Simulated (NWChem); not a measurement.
# CH₅BFN; SMILES CB(N)F

```xyz
9

B      0.0289     0.0529     0.0008
F      1.2722     0.6023    -0.0018
C     -0.1081    -1.5191     0.0007
H      0.3703    -1.9428    -0.9080
H     -1.1537    -1.8829     0.0383
H      0.4395    -1.9518     0.8645
N     -1.0635     0.9403     0.0005
H     -2.0327     0.6291     0.0024
H     -0.9453     1.9538    -0.0025
```
Atoms are numbered in this order, from 1.

Computed with NWChem. Pople sets run with spherical d functions. STO-3G and 3-21G are far too small for this property and stand as cheap habits. The geometry was optimised at PBE-D3(BJ)/def2-SVP. Field at 589 nm.

```csv
level,isotropic polarisability (bohr³),anisotropy (bohr³),relative time
B3LYP/STO-3G,16.3,12.5,1
B3LYP/6-31G*,29.3,12.7,6
B3LYP/def2-SVP,30.6,11.8,6
B3LYP/def2-SVPD,38.5,11.4,20
B3LYP/aug-cc-pVDZ,39.5,11.5,40
```

Relative times are rough (shared machine, one core).
